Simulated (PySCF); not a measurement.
Structure elucidation problem

The spectra below were simulated for a compound C3H6F2O2Si.

$^{1}$H NMR (600 MHz, computed): δ 5.86 (m, 1H), 5.09 (t, 2H), 2.99 (br s, 1H), 2.75 (t, 2H).

$^{13}$C{$^{1}$H} NMR (computed): δ 209.5, 118.6, 33.2.

- geometry: GFN2-xTB
- NMR shieldings at PBE0/pcSseg-1/GIAO
- program: PySCF 2.14.0 with density-fitted response routines
- rapidly exchanging positions averaged, one computed conformer, no solvent model, non-relativistic

Chemical shifts δ = σref − σ; $^{1}$H (σref 31.72), $^{13}$C (σref 186.93) against TMS, all at this level.

**Question.** What is the structure?

**Answer.** 
1. Rings plus π bonds: 1 (no ring in the answer).
2. 3 carbon signals for 3 carbons: no two carbons are equivalent.
3. Carbon types of the structure: 1 × C, 1 × CH, 1 × CH2, leaving 3 H on heteroatoms.
4. δC 209.5: ketone carbonyl carbon; low-lying n→π* states of the double bond to the heteroatom give a large paramagnetic term (-277 ppm).
5. δC 118.6: sp3 CH bonded to 2 F, α to a carbonyl; 2 electronegative neighbours deshield it.
6. δC 33.2: sp3 CH2 bonded to Si, α to a carbonyl; α to the electron-withdrawing carbonyl group.
7. δH 5.86: hydrogen on an sp3 CH bonded to 2 F, α to a carbonyl; its carbon carries F, which withdraws density.
8. δH 5.09: hydrogen on a silicon bonded to C, O.
9. δH 2.99: hydrogen on an oxygen bonded to Si; exchangeable; this is the value without hydrogen bonding to other molecules.
10. δH 2.75: hydrogen on an sp3 CH2 bonded to Si, α to a carbonyl; α to C=O.

The compound is `InChI=1S/C3H6F2O2Si/c4-3(5)2(6)1-8-7/h3,7H,1,8H2`.

The data come from this structure; uniqueness wasn't tested.

The OH or NH signal is concentration- and solvent-dependent in practice; the value given is the gas-phase one. Splittings by $^{19}$F in the carbon and heteronuclear signals aren't shown, as no couplings were computed. Shifts are as computed. Against solution values, carbons near 30 ppm lie about +3 ppm off and those near 130 ppm about +5 ppm. Of 1309 compounds with measured shifts, 239 miss one by over three times the rms of a fit or turn the order of signals round; such compounds aren't used in these exercises. Multiplicities follow the n + 1 count of equivalent neighbours, as no J values were calculated; m marks all less simple cases, F and P coupling included.
